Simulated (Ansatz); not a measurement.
C2H5ClOSi (`O/C([SiH3])=C\Cl`). The species carries charge 0 and has multiplicity 1.

```xyz
10

O    -1.1275   -1.2120   -0.4239
C    -0.1324   -0.3879   -0.0340
Si   -0.4486    1.4425   -0.2921
C     1.0137   -0.8114    0.5030
Cl    1.3117   -2.4976    0.7439
H    -0.8584   -2.1259   -0.2455
H     0.7495    2.1698    0.1946
H    -1.6505    1.8597    0.4724
H    -0.6684    1.7184   -1.7339
H     1.8109   -0.1556    0.8156
```

Task: Give the diagnostics of a CCSD(T)/def2-TZVPP run (frozen core, Ansatz 0.2.0). (An estimate is asked.)

Result: The calculation gave: T1 = 0.0126, largest single amplitude 0.023, largest double 0.071, (T) share of the correlation energy 4.2 %, 9 CCSD cycles. The RHF solution is stable towards an unrestricted one. T1 lies under the customary mark of 0.02 for closed shells.
